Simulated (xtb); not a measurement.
I3Sn, doublet, geometry from GFN2-xTB (such geometries of metal compounds can be far from the true shape) (the spin is typed, not shown lowest), atoms displaced at random by about 0.1 Å a coordinate. Base run: GFN2-xTB (xtb).

Input for xtb:
```
$ xtb mol.xyz --gfn 2 --uhf 1 --opt --json

# file mol.xyz
4

Sn     0.04930335     0.62333712     0.69225914
I      2.34061877    -0.64561586    -0.53235642
I     -0.99801204    -1.25634881     2.09760042
I     -1.70822535     1.32414079    -1.59556931
```

The base run was repeated with changes; each row names its change, and settings that it needs were set with it.

```tsv
change	ΔE vs base (mEh)	optimiser steps
base	0.000	9
engine = inertial	0.000	-
opt level = vtight	-0.001	11
alpb = benzene	-15.633	9
opt level = loose	0.002	8
engine = lbfgs	-0.001	-
opt level = extreme	-0.001	11
opt level = tight	-0.001	10
opt level = crude	0.002	8
opt level = sloppy	0.002	8
```
